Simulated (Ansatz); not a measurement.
Molecule: AuCl, net charge -1, doublet state. The spin state was set by rule; other spins were not relaxed. 
Geometry from a B3LYP-D3(BJ)/def2-TZVP (Ansatz, a quantum-chemistry and plane-wave program) optimisation:
```xyz
2

Au     0.0000     0.0000    -0.4370
Cl     0.0000     0.0000     2.0305
```
Charge -1, spin multiplicity 2.

Parts of the frozen-core correlation energy in def2-SVP (Ansatz, hartree). Frozen orbitals: 9; correlated occupied orbitals by spin: 10 and 9; virtual: 31 and 32. UHF or UKS for open shells. No spin-orbit coupling. Past Kr the def2 sets carry scalar-relativistic core potentials.

| term | value |
|---|---|
| reference (HF) | -594.20773 |
| MP2 opposite-spin | … |
| MP2 same-spin | … |
| CCSD correlation | -0.40375 |
| (T) | … |
| T1 diagnostic | 0.028 |
| largest doubles amplitude | 0.034 |
| <S^2> of the reference | 0.760 |

**Question.** Some entries are withheld; supply them.

**Answer.** 
- MP2 opposite-spin, value: -0.27003
- MP2 same-spin, value: -0.13411
- (T), value: -0.00822
